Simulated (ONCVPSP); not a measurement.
Scattering properties, ONCV potential for aluminium (Al)

```
Element                 : Al
Generator               : ONCVPSP 4.0.1
Type                    : optimised norm-conserving Vanderbilt (ONCV)
Functional              : Wu-Cohen
Relativity              : scalar-relativistic
Frozen core             : [He]
Valence charge          : 11
Reference configuration : 2s2 2p6 3s2 (charge +1)
Partial waves           : 2s+3s: rc 1.16 bohr, ncon 4, nbas 9, qcut 12.8 1/bohr, 2 projectors; 2p: rc 0.92 bohr, ncon 3, nbas 7, qcut 11.5 1/bohr, 2 projectors, debl 2.6 Ha
Local potential         : polynomial inside 0.68 bohr (lpopt 5, dvloc0 0 Ha)
Core correction         : none
```

In the p channel the program set the typed energies aside and used -2.867, 0.250 Ha.

The phase is arctan(r·R′/R) of the radial function R(r), unwrapped; energies in Ha, scanned from -6 to 5 Ha. A pole is an energy at which the radial function vanishes at the test radius. The pseudo phase is shifted by a multiple of π to meet the all-electron one at the reference energy, and phase errors are pseudo minus all-electron; the curves can meet again beyond the range given. Levels narrower than the energy grid can be missing from the lists of poles.

```json
{"channel": "s", "radius (bohr)": "1.18", "reference energy (Ha)": "-0.54", "poles, all-electron": "-3.74", "poles, pseudo": "-3.74", "unbroken range about the reference energy with phases within 0.05 rad": "the whole range", "phase error 1 Ha above the reference energy (rad)": "+0.000"}
{"channel": "p", "radius (bohr)": "0.93", "reference energy (Ha)": "-2.87", "poles, all-electron": "-1.43", "poles, pseudo": "-1.43", "unbroken range about the reference energy with phases within 0.05 rad": "the whole range", "phase error 1 Ha above the reference energy (rad)": "-0.000"}
```

Phases in the s channel:

| E (Ha) | all-electron | pseudo |
| --- | --- | --- |
| -5.96 | 0.933 | 0.933 |
| -5.68 | 0.812 | 0.812 |
| -5.40 | 0.604 | 0.604 |
| -5.12 | 0.210 | 0.210 |
| -4.84 | -0.430 | -0.430 |
| -4.56 | -0.991 | -0.991 |
| -4.28 | -1.300 | -1.300 |
| -4.00 | -1.471 | -1.471 |
| -3.72 | -1.578 | -1.578 |
| -3.44 | -1.654 | -1.654 |
| -3.16 | -1.712 | -1.712 |
| -2.88 | -1.762 | -1.762 |
| -2.60 | -1.805 | -1.805 |
| -2.32 | -1.847 | -1.847 |
| -2.04 | -1.888 | -1.888 |
| -1.76 | -1.930 | -1.930 |
| -1.48 | -1.975 | -1.975 |
| -1.20 | -2.024 | -2.024 |
| -0.92 | -2.080 | -2.080 |
| -0.64 | -2.145 | -2.145 |
| -0.36 | -2.222 | -2.222 |
| -0.08 | -2.315 | -2.315 |
| 0.20 | -2.430 | -2.430 |
| 0.48 | -2.571 | -2.571 |
| 0.76 | -2.744 | -2.744 |
| 1.04 | -2.947 | -2.947 |
| 1.32 | -3.173 | -3.173 |
| 1.60 | -3.400 | -3.400 |
| 1.88 | -3.609 | -3.609 |
| 2.16 | -3.787 | -3.787 |
| 2.44 | -3.933 | -3.933 |
| 2.72 | -4.050 | -4.051 |
| 3.00 | -4.144 | -4.145 |
| 3.28 | -4.221 | -4.221 |
| 3.56 | -4.283 | -4.284 |
| 3.84 | -4.335 | -4.336 |
| 4.12 | -4.379 | -4.380 |
| 4.40 | -4.417 | -4.418 |
| 4.68 | -4.449 | -4.450 |
| 4.96 | -4.478 | -4.479 |
